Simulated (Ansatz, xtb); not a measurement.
# AlFGeH5N: which of two structures lies lower

We compare I, a singlet given by its coordinates, with II, `[NH2][Al]([F])[GeH3]`, a singlet. Both are isolated molecules in the gas phase, relaxed with BLYP-D3(BJ)/def2-SVP; the shapes shown needn't be the lowest conformers.

I (Å):

| atom | x (Å) | y (Å) | z (Å) |
| --- | --- | --- | --- |
| Al | 0.6337 | 0.1740 | -0.7210 |
| F | 0.7226 | 1.8054 | -1.1546 |
| Ge | -1.6808 | -0.6187 | 0.6837 |
| N | 0.3002 | 0.0492 | 1.1732 |
| H | -1.0608 | -2.1020 | 0.4746 |
| H | 0.2776 | 0.9330 | 1.6996 |
| H | -1.0828 | -0.2577 | -0.9446 |
| H | 1.6253 | -0.8741 | -1.3625 |
| H | 0.8150 | -0.6404 | 1.7353 |

Close contacts (Å): Al1–F2 1.69, Al1–Ge3 2.82, Al1–N4 1.93, Ge3–N4 2.15, Al1–H7 1.78, Al1–H8 1.58, Ge3–H5 1.62, Ge3–H7 1.77, N4–H6 1.03, N4–H9 1.03.

II (Å):

```yaml
atoms:
  - { symbol: Al, position_ang: [-0.6715, 0.2897, -1.0618] }
  - { symbol: F, position_ang: [0.0610, 1.4754, -2.0101] }
  - { symbol: Ge, position_ang: [0.4305, -0.5686, 0.9721] }
  - { symbol: N, position_ang: [-2.2603, -0.3009, -1.6016] }
  - { symbol: H, position_ang: [-2.8125, -1.0160, -1.1206] }
  - { symbol: H, position_ang: [-2.7564, 0.0233, -2.4370] }
  - { symbol: H, position_ang: [0.6924, 0.5484, 2.0254] }
  - { symbol: H, position_ang: [-0.4420, -1.6536, 1.6735] }
  - { symbol: H, position_ang: [1.8100, -1.2265, 0.6721] }
```

Q: Estimate which is lower in electronic energy at CCSD(T)/def2-SVP + ΔMP2/def2-TZVPP, and by roughly how much.

A: The CCSD(T)/def2-SVP + ΔMP2/def2-TZVPP calculation puts structure II lower, by 6.5 kcal/mol.

Level by level:

```csv
level,geometry,E(II) − E(I) (kcal/mol),departure from the last row (kcal/mol),"job, with rough time for the two"
BLYP-D3(BJ)/def2-SVP,BLYP-D3(BJ)/def2-SVP,+2.7,+9.2,"optimisation, 55 s"
HF/def2-SVP,BLYP-D3(BJ)/def2-SVP,−7.6,−1.1,part of the CCSD(T) run
MP2/def2-SVP,BLYP-D3(BJ)/def2-SVP,−5.5,+0.9,part of the CCSD(T) run
CCSD(T)/def2-SVP,BLYP-D3(BJ)/def2-SVP,−3.5,+3.0,single point
CCSD(T)/def2-SVP + ΔMP2/def2-TZVPP,BLYP-D3(BJ)/def2-SVP,−6.5,,"single point, 28 s"
```

BLYP-D3(BJ)/def2-SVP puts the two in the other order. The largest departure from CCSD(T)/def2-SVP + ΔMP2/def2-TZVPP is that of BLYP-D3(BJ)/def2-SVP, 9.2 kcal/mol. Levels run at GFN2-xTB geometries aren't shown. The last row adds to CCSD(T) the change of the MP2 difference between the two basis sets, here −3.0 kcal/mol, a large step that makes the value less sure.

With harmonic frequencies from BLYP-D3(BJ)/def2-SVP (ideal gas, rigid rotor, one conformer each, 298.15 K, 1 atm): on the last row, ΔE + ΔZPE = −7.2 kcal/mol. A mode under 50 cm⁻¹ makes harmonic enthalpies and free energies unreliable, so none is given.

The correlated steps freeze 16 core orbitals; the filled d shell of Ge is correlated, in a basis made for valence electrons. Programs: Ansatz 0.2.0; the last row on 2 threads of Arm Neoverse V1 on a shared host.
